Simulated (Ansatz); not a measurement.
Reaction (redistribution): `CC(C)(C)[NH][Zr]([F])([F])[F]` + `C[O][Zr]([OH])([SeH])[O]C` → `[F][Zr]([F])([F])[SeH]` + `C[O][Zr]([OH])([NH]C(C)(C)C)[O]C`

Computed with Ansatz on PBE0-D4/def2-TZVP structures; ΔE is electronic, products minus reactants. CBS: MP2 limit from def2 TZ/QZ plus the TZ coupled-cluster correction, frozen cores. DFT in def2-TZVPP. B3LYP here is the variant with VWN-RPA as its local correlation; programs differ in this. Elements past krypton have def2 core potentials. For Se, Zr outer-core shells are correlated without core-valence functions, which leaves a few kJ/mol of doubt a bond. Scalar relativity is left out up to krypton. Each species was taken in one conformer, which may not be the lowest.

```tsv
level	ΔE (kcal/mol)	difference from CCSD(T)/CBS
BLYP-D4	6.7	-1.2
r2SCAN-D4	7.2	-0.7
B97M-V	6.7	-1.2
B3LYP-D4	7.3	-0.6
ωB97X-V	7.7	-0.2
B2PLYP	8.2	0.3
PBE-QIDH	8.4	0.5
revPBE	7.4	-0.5
PBE0	7.9	0.0
BHLYP	8.5	0.6
RPA@PBE/def2-TZVPP	7.3	-0.6
HF/def2-SVP	10.1	2.2
MP2/def2-SVP	9.6	1.7
HF/def2-TZVPP	8.9	1.0
CCSD/def2-TZVPP	8.2	0.3
HF/def2-QZVPP	8.7	0.8
CCSD(T)/CBS	7.9	0
```

Largest T1 diagnostic among the species: 0.016.

From BLYP to BHLYP (50 % exact exchange), in def2-TZVPP and without D4, ΔE moves by +0.9 kcal/mol. At CCSD(T), def2-SVP lies +0.9 kcal/mol from the extrapolated value and def2-TZVPP +0.1 kcal/mol.
